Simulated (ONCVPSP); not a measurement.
**gadolinium: one change to an ONCV potential, before and after**

Gd (Z = 64), optimised norm-conserving Vanderbilt (ONCV), made with ONCVPSP 4.0.1 (LDA (Perdew-Wang 92), scalar-relativistic). Core [Kr] 4d10, reference 4f7 5s2 5p6 5d1.5 6s1.5. Waves: 5s+6s: rc 1.80 bohr, ncon 4, nbas 8, qcut 6.5 1/bohr, 3 projectors, debl 1.4 Ha; 5p: rc 2.20 bohr, ncon 5, nbas 9, qcut 7.2 1/bohr, 3 projectors, debl 0.4 Ha; 5d: rc 3.70 bohr, ncon 5, nbas 9, qcut 4.9 1/bohr, 1 projector; 4f: rc 1.20 bohr, ncon 5, nbas 9, qcut 12.3 1/bohr, 1 projector. Local part: polynomial inside 0.95 bohr (lpopt 3, dvloc0 0 Ha). Core correction: Teter function fitted to the true core (icmod 2), fcfact 0.7.

In the p channel the program set the typed energies aside and used -0.979, 0.250, 0.650 Ha.

Change: s: qcut 6.3; p: qcut 6.9; d: qcut 4.7; f: qcut 11.8.

Cutoffs: the cutoffs (Ha) at which the residual kinetic energy of the hardest occupied pseudo-wave falls to 1 and 0.1 mHa per electron; they do not see the model core or the augmentation charge, which bear on the density cutoff. Errors are all-electron minus pseudo energies relative to the spin-unpolarised reference configuration.

Question: Predict the effect on cutoff, ghosts and configuration errors.

Answer: The potential gets harder (182 Ha and 233 Ha → 209 Ha and 240 Ha); both files keep a bound ghost (s); of the 4 tests that both files solve, the error grows in 1 and shrinks in 0 by more than 15 % and 0.3 meV (median size 3.2 → 3.4 meV).

```tsv
quantity	base	changed
cutoff, loose	182 Ha	209 Ha
cutoff, tight	233 Ha	240 Ha
loose cutoff by channel	s 16 Ha, p 16 Ha, d 6.8 Ha, f 182 Ha	s 15 Ha, p 15 Ha, d 6.6 Ha, f 209 Ha
bound ghosts	s	s
GHOST(+) flags under 300 eV	p at 231.4 eV	p at 230.1 eV
error for 4f7 5s2 5p6 5d1 6s2, meV [ΔE -0.84 eV]	+2.1	+2.2
error for 4f7 5s2 5p6 5d1 6s1, meV [ΔE 6.01 eV]	0.0	+0.1
error for 4f7 5s2 5p6 5d1 6s0, meV [ΔE 18.38 eV]	-4.4	-4.6
error for 4f8 5s2 5p6 5d1 6s0, meV [ΔE 3.41 eV]	-90	-112
s: phases at 1.83 bohr within 0.05 rad from the reference energy up to (Ha; the scan ends near 5)	to the end of the scan	to the end of the scan
p: phases at 2.23 bohr within 0.05 rad from the reference energy up to (Ha; the scan ends near 5)	to the end of the scan	to the end of the scan
d: phases at 3.75 bohr within 0.05 rad from the reference energy up to (Ha; the scan ends near 5)	0.5	0.5
f: phases at 1.22 bohr within 0.05 rad from the reference energy up to (Ha; the scan ends near 5)	2.1	2.0
rms error of d²Exc/dni dnj with the model core, mHa	1.42	1.44
```

 A true bound ghost makes a file unfit for plane-wave use even where its test errors are small: the radial tests pick states by their node count and pass the ghost by.
